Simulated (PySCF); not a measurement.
C6H6O, SMILES C#C[C@@H]1CC=CO1. Atoms are numbered in the order given.

```xyz
13

C      2.6008    -0.2378     0.8220
C      1.5888     0.0745     0.2359
C      0.3668     0.4860    -0.4590
C     -0.7129     1.0911     0.4943
C     -1.7709     0.0134     0.4689
C     -1.4265    -0.9009    -0.4426
O     -0.2497    -0.6684    -1.0888
H      3.4974    -0.5248     1.3384
H      0.6336     1.1829    -1.2690
H     -1.0898     2.0560     0.1126
H     -0.2975     1.2754     1.4970
H     -2.6755     0.0049     1.0738
H     -1.9471    -1.8051    -0.7598
```
Charge 0, spin multiplicity 1.

The structure is a stationary point at B3LYP-D3(BJ)/def2-SVP. The structure was generated by enumeration; whether it is a known compound was not checked. One conformer was computed; it need not be the lowest.

Calculation: B3LYP/pcSseg-1 (PySCF).

GIAO shieldings, no solvent; atoms listed in one row are averaged. δ = σ(ref) − σ: ¹³C against TMS (σ = 181.3 ppm); ¹⁷O against H2O (σ = 333.8 ppm); ¹H against TMS (σ = 31.68 ppm), references at their B3LYP-D3(BJ)/def2-TZVP geometries, non-relativistic.

| nucleus | atoms | count | δ (ppm) |
|---|---|---|---|
| ¹³C | C6 | 1 | 157.0 |
| ¹³C | C5 | 1 | 104.6 |
| ¹³C | C2 | 1 | 88.5 |
| ¹³C | C1 | 1 | 79.2 |
| ¹³C | C3 | 1 | 75.5 |
| ¹³C | C4 | 1 | 45.2 |
| ¹⁷O | O7 | 1 | 162.2 |
| ¹H | H13 | 1 | 6.49 |
| ¹H | H9 | 1 | 5.34 |
| ¹H | H12 | 1 | 5.11 |
| ¹H | H10 | 1 | 3.37 |
| ¹H | H11 | 1 | 3.03 |
| ¹H | H8 | 1 | 2.54 |
